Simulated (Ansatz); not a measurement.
The same group exchange along the group B, Al, Ga.

Computed with Ansatz on PBE0-D4/def2-TZVP structures; ΔE is electronic, products minus reactants. CCSD(T)/CBS adds triple-zeta CCSD(T) − MP2 to the extrapolated MP2 energy (def2 sets, frozen cores). For Br, Ga, Ge outer-core shells are correlated without core-valence functions, which leaves a few kJ/mol of doubt a bond. Scalar relativity is left out up to krypton.

Task: Order these by ΔE at CCSD(T)/CBS, lowest first. (Estimate.)
A. `F[B](Cl)[GeH3]` + Br₂ → `FB(Cl)Br` + `[GeH3][Br]`
B. `[F][Ga]([Cl])[GeH3]` + Br₂ → `[F][Ga]([Cl])[Br]` + `[GeH3][Br]`
C. `[F][Al]([Cl])[GeH3]` + Br₂ → `[F][Al]([Cl])[Br]` + `[GeH3][Br]`

Result: C (-3.02 eV), A (-2.55 eV), B (-2.42 eV).

Largest T1 diagnostic: 0.013, for `[F][Ga]([Cl])[GeH3]`.
